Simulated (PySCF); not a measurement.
C2H10GeSi, SMILES C[SiH](C)[GeH3]. Heavy atoms are numbered as in [SiH:1]([CH3:2])([CH3:3])[GeH3:4]. Hydrogens are named by the atom that carries them.

Geometry: PBE0-D3(BJ)/def2-SVP. The structure was generated by enumeration, and PubChem lists no compound with its InChIKey, so it may never have been made.

The numbers are results of PBE0/pcSseg-1 run with PySCF, not measurements.

GIAO shieldings, no solvent; atoms alike by connectivity are averaged. δ = σ(ref) − σ: ²⁹Si against TMS (σ = 352.7 ppm); ¹³C against TMS (σ = 186.3 ppm); ⁷³Ge against GeH4 (σ = 1658.3 ppm); ¹H against TMS (σ = 31.56 ppm), references at their B3LYP-D3(BJ)/def2-TZVP geometries, non-relativistic.

| atoms | nucleus | count | δ (ppm) |
|---|---|---|---|
| Si1 (SiH) | ²⁹Si | 1 | -32.6 |
| C2 (CH3) | ¹³C | 2 | [?] |
| Ge4 (GeH3) | ⁷³Ge | 1 | [?] |
| H on Si1 | ¹H | 1 | 4.62 |
| H on Ge4 | ¹H | 3 | 3.66 |
| H on C2 | ¹H | 6 | [?] |

**Question.** What belongs in the gaps? (Estimate from the structure and the level; the computed values follow.)

**Answer.** 
- Ge4 (GeH3), δ (ppm): -14.1
- H on C2, δ (ppm): 0.61
- C2 (CH3), δ (ppm): -1.4
